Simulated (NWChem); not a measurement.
## Atomisation of C₂F₃O

```
C
F 1 1.3234
F 1 1.3237 2 109.44
F 1 1.3248 2 108.94 3 -119.05
C 1 1.5490 2 108.71 4 -122.55
O 5 1.1703 1 125.63 2 121.96
```
Charge 0, spin multiplicity 2.

The numbers come from NWChem runs, not from measurements. Structure: optimised with UPBE0/def2-SVP, a minimum by its harmonic frequencies.

Basis set: def2-TZVP. The atomisation energy is electronic alone: no zero-point, thermal, spin-orbit or counterpoise terms. No value is extrapolated to the basis-set limit. Free atoms are single determinants with multiplicities O 3, C 3, F 2. Correlated methods freeze the same cores in atoms and molecule, 6 orbitals in all.

The cost column gives rough processor time relative to B3LYP; each entry includes its own SCF. Costs are the molecule's.

B3LYP has NWChem's definition, with VWN1-RPA local correlation. GW and range-separated runs recompute their integrals, the others keep them in memory, which bears on the times. The structure started from a generated list of species. No SCF solution was tested for a lower state. Open-shell Hartree-Fock references start from PBE0 orbitals; any time given for them includes that run.

```csv
method,atomisation energy (kcal/mol),relative cost
LDA (SVWN5),767.1,under 3
PBE0,618.6,under 3
M06-2X,[?],under 3
TPSS,614.4,under 3
HF,[?],6
MP2,628.7,7
B3LYP,605.6,1
PBE,[?],under 3
LC-wPBE (omega 0.3 per bohr),[?],9
```

**Question.** Fill in the missing entries.

**Answer.** 
- M06-2X, atomisation energy (kcal/mol): 615.8
- HF, atomisation energy (kcal/mol): 389.9
- PBE, atomisation energy (kcal/mol): 654.5
- LC-wPBE (omega 0.3 per bohr), atomisation energy (kcal/mol): 639.6
